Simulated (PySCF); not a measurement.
Question: Give a PBE0-D3(BJ)/def2-SVP geometry of InChI=1S/GeH4Si/c1-2/h1H,2H3. (Triplet state.)

Answer: 
```xyz
6
GeH4Si angstrom
Si    -0.709   -0.018    0.001
Ge     1.542    0.720   -0.081
H     -0.982   -0.773    1.264
H     -1.559    1.208   -0.038
H     -1.041   -0.890   -1.168
H      2.754   -0.244   -0.022
```

Orientation and origin are arbitrary. Atoms count from 1 in this order. Si1 (silicon bonded to Ge and 3 H) is tetrahedral (angles from 106.5° to 111.4°).

Bonds between heavy atoms (Å): Si1–Ge2 2.370.

Computed, not measured: PySCF, PBE0-D3(BJ)/def2-SVP geometry optimisation, gas phase.

PBE0-D3(BJ)/def2-SVP frequencies: not computed here. ⟨S²⟩ = 2.004 (exact for a triplet: 2.00). This triplet need not be the ground state; the singlet was not compared here.


Write Cartesian coordinates for dichloromethane, `ClCCl` as optimised with GFN2-xTB.

```
atom  x, y, z in Å
Cl1   -1.4456    0.8679   -0.0476
C2    -0.0009   -0.1561    0.0060
Cl3    1.4777    0.8174   -0.0588
H4    -0.0070   -0.7103    0.9431
H5    -0.0156   -0.8160   -0.8599
```

Orientation and origin are arbitrary. Atoms count from 1 in this order. 

Bonds between heavy atoms (Å): Cl1–C2 1.772, C2–Cl3 1.771.

The geometry is computed with GFN2-xTB (gas phase).

Point group: C2v (tolerance 0.08 Å). Not checked by GFN2-xTB frequencies.


Task: What does the PBE0-D3(BJ)/def2-SVP structure of InChI=1S/CHBr3/c2-1(3)4/h1H look like in three dimensions?

Result: 
```
atom  x, y, z in Å
Br1    0.1681    1.5694   -1.0436
C2     0.0491    0.0245    0.0991
Br3    1.1648   -1.4144   -0.5257
Br4   -1.7738   -0.5401    0.3526
H5     0.4300    0.3231    1.0796
```

Orientation and origin are arbitrary. Atoms count from 1 in this order. All 3 Br–C bonds measure 1.925 Å.

Bonds between heavy atoms (Å): Br1–C2 1.925, C2–Br3 1.925, C2–Br4 1.925.

Computed, not measured: PBE0-D3(BJ)/def2-SVP geometry optimisation, gas phase in PySCF.

Point group: C3v (every atom within 0.08 Å of its image). Stationary, but not proved a minimum.

On Arm Neoverse N1, one thread, shared host with 64 logical CPUs at a one-minute load of 46, this took 68 s wall and 0.50 GiB of memory at its peak. This is the geometry optimisation.


Task: Write a Z-matrix for bromochlorodifluoromethane, `FC(F)(Cl)Br` as optimised with PBE0-D3(BJ)/def2-SVP.

Result: 
Z-matrix in Å and degrees, rows numbered from 1:
```
F 
C   1  1.3214
F   2  1.3214  1  108.40
Cl  2  1.7607  1  109.47  3  -119.44
Br  2  1.9386  1  109.02  3   118.49
```

Computed with PBE0-D3(BJ)/def2-SVP geometry optimisation, gas phase (PySCF).

Point group: Cs (every atom within 0.08 Å of its image). No frequency check.

Hardware: one thread, Arm Neoverse V2 (aarch64), shared host. Cost: 18 s of wall time, 0.36 GiB resident at most. These figures are those of the optimisation.
